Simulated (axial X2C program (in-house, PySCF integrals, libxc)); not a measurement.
# Which functional? An output for BiCl

An SCF output computed with an axial X2C code built on PySCF integrals for BiCl at 2.503 Å, two-component, state Ω = 0, Bi dyall-cv3z [12s14p10d6f1g], Cl dyall-av3z [9s8p3d2f] (cores contracted in-house), without its first line:

```
basis functions 217  fitting functions 1166  grid points 5082
iter        total energy     max residual
   1     -22004.431391386     7.97e-01
   2     -22004.437107193     3.17e-04
   3     -22004.437108669     1.80e-04
   4     -22004.437108727     9.36e-05
   5     -22004.437108892     1.23e-05
   6     -22004.437108896     5.52e-06
converged
one-electron -30655.97594201  Coulomb 8806.26784667  exact exchange -106.30580111  xc functional -325.56773299  nuclear repulsion 298.30964627  atomic mean-field constant -21.16512571
```

Task: Which level of theory produced it?
A. M06
B. PBE0
C. HF

Result: B. The exact-exchange term against the functional term shows a share of 0.25 of exact exchange.
